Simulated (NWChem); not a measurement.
System: CH$_{6}$BeSi; SMILES [CH3][Be][SiH3]

NWChem input:

```
start job
memory heap 200 mb stack 900 mb global 1100 mb
geometry units angstroms noautosym nocenter noautoz
  Be     0.000000     0.000000     0.746483
  C      0.000000     0.000000     2.425756
  H      0.435112    -0.920666     2.840836
  H     -1.014876     0.083515     2.840836
  H      0.579764     0.837151     2.840836
  Si     0.000000     0.000000    -1.443773
  H     -1.328421     0.372912    -2.021823
  H      0.341260    -1.336902    -2.021823
  H      0.987162     0.963991    -2.021823
end
basis spherical
  * library def2-svp
end
dft
  xc b3lyp
  iterations 150
  vectors input atomic output neutral.movecs
end
task dft energy
charge 1
dft
  odft
  mult 2
  vectors input atomic output cation.movecs
end
task dft energy
```

Parts of the log:

```
             Northwest Computational Chemistry Package (NWChem) 7.3.0
             --------------------------------------------------------

                             Geometry "geometry" -> ""
                             -------------------------

 Output coordinates in angstroms (scale by  1.889725989 to convert to a.u.)

  No.       Tag          Charge          X              Y              Z
 ---- ---------------- ---------- -------------- -------------- --------------
    1 Be                   4.0000     0.00000000     0.00000000     0.74648300
    2 C                    6.0000     0.00000000     0.00000000     2.42575600
    3 H                    1.0000     0.43511200    -0.92066600     2.84083600
    4 H                    1.0000    -1.01487600     0.08351500     2.84083600
    5 H                    1.0000     0.57976400     0.83715100     2.84083600
    6 Si                  14.0000     0.00000000     0.00000000    -1.44377300
    7 H                    1.0000    -1.32842100     0.37291200    -2.02182300
    8 H                    1.0000     0.34126000    -1.33690200    -2.02182300
    9 H                    1.0000     0.98716200     0.96399100    -2.02182300

 Effective nuclear repulsion energy (a.u.)      70.4612136778

                                 NWChem DFT Module
                                 -----------------

 Summary of "ao basis" -> "ao basis" (spherical)
 ------------------------------------------------------------------------------
       Tag                 Description            Shells   Functions and Types
 ---------------- ------------------------------  ------  ---------------------
 Be                         def2-svp                 5        9   3s2p
 C                          def2-svp                 6       14   3s2p1d
 H                          def2-svp                 3        5   2s1p
 Si                         def2-svp                 8       18   4s3p1d

            General Information
            -------------------
          SCF calculation type: DFT
          Wavefunction type:  closed shell.
          No. of atoms     :     9
          No. of electrons :    30
           Alpha electrons :    15
            Beta electrons :    15
          Charge           :     0
          Spin multiplicity:     1
          Use of symmetry is: off; symmetry adaption is: off
          Maximum number of iterations: 150
          AO basis - number of functions:    71
                     number of shells:    37
          Convergence on energy requested:  1.00D-06
          Convergence on density requested:  1.00D-05
          Convergence on gradient requested:  5.00D-04

              XC Information
              --------------
                         B3LYP Method XC Potential
                     Hartree-Fock (Exact) Exchange  0.200
                        Slater Exchange Functional  0.800 local
                    Becke 1988 Exchange Functional  0.720 non-local
              Lee-Yang-Parr Correlation Functional  0.810
                  VWN I RPA Correlation Functional  0.190 local

             Grid Information
             ----------------
          Grid used for XC integration:  medium
          Radial quadrature: Mura-Knowles
          Angular quadrature: Lebedev.
          Tag              B.-S. Rad. Rad. Pts. Rad. Cut. Ang. Pts.
          ---              ---------- --------- --------- ---------
          Be                  1.05       49          10.0       434
          C                   0.70       49          12.0       434
          H                   0.35       45          13.0       434
          Si                  1.10       88          11.0       590
          Grid pruning is: on
          Number of quadrature shells:   456
          Spatial weights used:  Erf1

      Superposition of Atomic Density Guess
      -------------------------------------

 Sum of atomic energies:        -343.91275578

      Non-variational initial energy
      ------------------------------

 Total energy =    -345.080095
 1-e energy   =    -612.118007
 2-e energy   =     196.576699
 HOMO         =      -0.300135
 LUMO         =       0.023874

   convergence    iter        energy       DeltaE   RMS-Dens  Diis-err
 ---------------- ----- ----------------- --------- --------- ---------
 d= 0,ls=0.0,diis     1   -345.7979431373 -4.16D+02  1.07D-02  2.22D-01
 d= 0,ls=0.0,diis     2   -345.8192607404 -2.13D-02  4.43D-03  9.24D-02
 d= 0,ls=0.0,diis     3   -345.8305552699 -1.13D-02  1.35D-03  1.89D-02
 d= 0,ls=0.0,diis     4   -345.8330977053 -2.54D-03  2.74D-04  1.66D-04
 d= 0,ls=0.0,diis     5   -345.8331306466 -3.29D-05  5.75D-05  1.05D-05
  Resetting Diis
 d= 0,ls=0.0,diis     6   -345.8331324394 -1.79D-06  3.86D-06  2.27D-08
 d= 0,ls=0.0,diis     7   -345.8331324445 -5.09D-09  1.54D-06  1.89D-09

         Total DFT energy =     -345.833132444463
      One electron energy =     -615.199612986567
           Coulomb energy =      230.342478403653
    Exchange-Corr. energy =      -31.437211539367
 Nuclear repulsion energy =       70.461213677817

 Numeric. integr. density =       30.000002260366

                       DFT Final Molecular Orbital Analysis
                       ------------------------------------

 Vector   13  Occ=2.000000D+00  E=-3.357470D-01
              MO Center=  2.6D-01,  3.8D-01, -1.8D+00, r^2= 2.2D+00
   Bfn.  Coefficient  Atom+Function         Bfn.  Coefficient  Atom+Function
  ----- ------------  ---------------      ----- ------------  ---------------
    67      0.373069  9 H  s                 46      0.225281  6 Si px
    57     -0.217578  7 H  s                 68      0.204325  9 H  s
    47      0.181330  6 Si py                49      0.178565  6 Si px
    62     -0.155491  8 H  s                 50      0.143752  6 Si py
    43     -0.130662  6 Si px                58     -0.119163  7 H  s

[...]
```

Level: B3LYP/def2-SVP, vertical spin-unrestricted ions. All runs use the structure optimised with B3LYP/6-31G* (spherical d).
